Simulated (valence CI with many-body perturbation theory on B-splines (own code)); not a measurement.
## Energy levels of Os LXI

Computed by configuration interaction combined with many-body perturbation theory (CI+MBPT): six valence electrons over a frozen Dirac-Fock core [Ne], a basis of 9 s, 9 p, 8 d, 6 f, 3 g, 1 h functions for each j, with the one-electron correlation potential Σ1, the two-electron term Σ2, the three-electron term Σ3, Breit, model QED; selected CI, second order for the rest, scaled by the run's own slope (own B-spline code, finite nucleus).

The last digits are not significant, and no measured levels were compared; by estimate large intervals hold to a few tenths of a per cent, small ones and those within an open d or f shell to about a per cent. Among the levels kept, up to 960 cm⁻¹ of a level comes from second order outside the variational space, and about a tenth of that is noise between levels of different J, which matters for small intervals.

Levels 1 to 41 of 41, with energies above the lowest level, (3s^2 3p1/2^2 3p3/2^2) J=2. "Leading %" is the weight of the configuration and term that name the level; weights of strongly mixed levels are sums over their largest components and can fall short, and the name can then belong to a minority configuration. In the jj column 3d3/2^4 stands for four electrons in 3d with j = 3/2. Lifetimes count E1, E2, E3, M1 and M2 decay at the calculated energies, and are blank where another channel may lead or the interval is too uncertain; long ones can be off by a factor of two.

```csv
No.,Configuration,Term,J,E (× 10³ cm⁻¹),Leading %,Lifetime,g,Second component,Leading jj
1,3s2 3p4,3P,2,0.00,68,,1.329,31 % 3s2 3p4 1D,3s^2 3p1/2^2 3p3/2^2 (99 %)
2,3s2 3p4,1S,0,165.20,64,66.7 ms,,35 % 3s2 3p4 3P,3s^2 3p1/2^2 3p3/2^2 (99 %)
3,3s2 3p3 3d,3D°,2,1960.0,32,104 ps,1.042,20 % 3s2 3p3 3d 3F°,3s^2 3p1/2^2 3p3/2 3d3/2 (99 %)
4,3s2 3p3 3d,3D°,1,2031.8,33,46.1 ps,1.099,27 % 3s2 3p3 3d 3P°,3s^2 3p1/2^2 3p3/2 3d3/2 (99 %)
5,3s2 3p3 3d,3P°,0,2033.7,62,183 ms,,26 % 3s2 3p3 3d 5D°,3s^2 3p1/2^2 3p3/2 3d3/2 (99 %)
6,3s2 3p3 3d,3F°,3,2035.6,28,497 ps,1.082,21 % 3s2 3p3 3d 3G°,3s^2 3p1/2^2 3p3/2 3d3/2 (98 %)
7,3s2 3p3 3d,3F°,4,2727.4,50,259 ns,1.248,26 % 3s2 3p3 3d 5D°,3s^2 3p1/2^2 3p3/2 3d5/2 (99 %)
8,3s2 3p3 3d,3D°,2,2785.3,33,5.87 ps,1.231,22 % 3s2 3p3 3d 3P°,3s^2 3p1/2^2 3p3/2 3d5/2 (98 %)
9,3s2 3p3 3d,3D°,3,2941.9,43,1.71 ps,1.202,17 % 3s2 3p3 3d 1F°,3s^2 3p1/2^2 3p3/2 3d5/2 (97 %)
10,3s2 3p3 3d,3D°,1,3037.0,34,2.70 ps,1.052,29 % 3s2 3p3 3d 3P°,3s^2 3p1/2^2 3p3/2 3d5/2 (98 %)
11,3s2 3p4,3P,1,3186.8,99,1.43 ns,1.489,,3s^2 3p1/2 3p3/2^3 (99 %)
12,3s2 3p4,1D,2,3266.2,68,2.07 ns,1.143,31 % 3s2 3p4 3P,3s^2 3p1/2 3p3/2^3 (99 %)
13,3s2 3p2 3d2,3F,2,4003.8,40,32.3 ps,0.753,23 % 3s2 3p2 3d2 5G,3s^2 3p1/2^2 3d3/2^2 (99 %)
14,3s2 3p2 3d2,3P,0,4207.7,58,22.8 ps,,27 % 3s2 3p2 3d2 5D,3s^2 3p1/2^2 3d3/2^2 (98 %)
15,3s 3p5,3P°,2,4734.3,85,942 fs,1.467,7 % 3s2 3p3 3d 3P°,3s 3p1/2^2 3p3/2^3 (85 %)
16,3s2 3p2 3d2,3F,3,4807.5,32,3.41 ps,1.072,22 % 3s2 3p2 3d2 5G,3s^2 3p1/2^2 3d3/2 3d5/2 (98 %)
17,3s2 3p2 3d2,3P,2,4900.1,23,3.00 ps,1.170,9 % 3s2 3p2 3d2 5P,3s^2 3p1/2^2 3d3/2 3d5/2 (98 %)
18,3s 3p5,1P°,1,4904.8,36,828 fs,1.187,24 % 3s 3p5 3P°,3s 3p1/2^2 3p3/2^3 (60 %)
19,3s2 3p2 3d2,3P,1,4940.9,37,2.82 ps,1.507,33 % 3s2 3p2 3d2 5D,3s^2 3p1/2^2 3d3/2 3d5/2 (98 %)
20,3s2 3p2 3d2,1G,4,4941.8,24,2.70 ps,1.059,20 % 3s2 3p2 3d2 3H,3s^2 3p1/2^2 3d3/2 3d5/2 (98 %)
21,3s2 3p3 3d,3F°,2,5065.7,44,102 ps,1.025,29 % 3s2 3p3 3d 5D°,3s^2 3p1/2 3p3/2^2 3d3/2 (98 %)
22,3s2 3p3 3d,5D°,0,5078.0,53,63.1 ps,,24 % 3s2 3p3 3d 1S°,3s^2 3p1/2 3p3/2^2 3d3/2 (98 %)
23,3s2 3p3 3d,3D°,1,5089.6,42,2.17 ps,0.990,32 % 3s2 3p3 3d 5D°,3s^2 3p1/2 3p3/2^2 3d3/2 (86 %)
24,3s2 3p3 3d,3G°,3,5132.6,34,16.9 ps,1.067,28 % 3s2 3p3 3d 3F°,3s^2 3p1/2 3p3/2^2 3d3/2 (98 %)
25,3s2 3p3 3d,3G°,4,5199.3,50,9.70 ns,1.041,38 % 3s2 3p3 3d 1G°,3s^2 3p1/2 3p3/2^2 3d3/2 (99 %)
26,3s2 3p3 3d,3F°,2,5311.5,65,3.23 ps,0.809,22 % 3s2 3p3 3d 1D°,3s^2 3p1/2 3p3/2^2 3d3/2 (97 %)
27,3s2 3p3 3d,3D°,3,5427.3,39,284 fs,1.169,24 % 3s2 3p3 3d 1F°,3s^2 3p1/2 3p3/2^2 3d3/2 (97 %)
28,3s2 3p3 3d,3D°,2,5488.3,28,198 fs,1.244,28 % 3s2 3p3 3d 3P°,3s^2 3p1/2 3p3/2^2 3d3/2 (89 %)
29,3s2 3p3 3d,3S°,1,5536.6,36,173 fs,1.479,26 % 3s2 3p3 3d 3P°,3s^2 3p1/2 3p3/2^2 3d3/2 (85 %)
30,3s2 3p3 3d,3D°,1,5643.1,38,160 fs,0.903,30 % 3s2 3p3 3d 1P°,3s^2 3p1/2 3p3/2^2 3d3/2 (85 %)
31,3s2 3p2 3d2,3F,4,5686.4,29,1.79 ps,1.173,13 % 3s2 3p2 3d2 5D,3s^2 3p1/2^2 3d5/2^2 (96 %)
32,3s2 3p2 3d2,3P,2,5764.3,21,1.51 ps,1.204,16 % 3s2 3p2 3d2 3F,3s^2 3p1/2^2 3d5/2^2 (97 %)
33,3s2 3p3 3d,3D°,3,5798.5,53,78.8 ps,1.306,26 % 3s2 3p3 3d 5D°,3s^2 3p1/2 3p3/2^2 3d5/2 (99 %)
34,3s2 3p3 3d,5D°,4,5800.4,53,1.87 ns,1.293,22 % 3s2 3p3 3d 3G°,3s^2 3p1/2 3p3/2^2 3d5/2 (99 %)
35,3s2 3p3 3d,3F°,4,5905.0,72,5.60 ns,1.174,26 % 3s2 3p3 3d 1G°,3s^2 3p1/2 3p3/2^2 3d5/2 (99 %)
36,3s2 3p3 3d,3G°,5,5930.7,99,6.45 ns,1.186,,3s^2 3p1/2 3p3/2^2 3d5/2 (99 %)
37,3s2 3p3 3d,3D°,1,5933.5,45,7.59 ps,0.896,26 % 3s2 3p3 3d 1P°,3s^2 3p1/2 3p3/2^2 3d5/2 (97 %)
38,3s2 3p3 3d,1S°,0,5952.4,53,9.47 ps,,45 % 3s2 3p3 3d 3P°,3s^2 3p1/2 3p3/2^2 3d5/2 (97 %)
39,3s2 3p2 3d2,3P,0,5982.4,61,1.37 ps,,21 % 3s2 3p2 3d2 1S,3s^2 3p1/2^2 3d5/2^2 (96 %)
40,3s2 3p3 3d,3D°,2,6085.1,46,38.0 ps,1.272,37 % 3s2 3p3 3d 3P°,3s^2 3p1/2 3p3/2^2 3d5/2 (99 %)
41,3s2 3p3 3d,1F°,3,6142.8,36,450 ps,1.112,34 % 3s2 3p3 3d 3F°,3s^2 3p1/2 3p3/2^2 3d5/2 (99 %)
```

The ionisation energy to 3s2 3p3 2P°_3/2 of the next ion comes out as 6379 eV (NIST: 6376 ± 10 eV (theoretical)). All 41 levels together are meant to be complete up to 6168.2 × 10³ cm⁻¹.
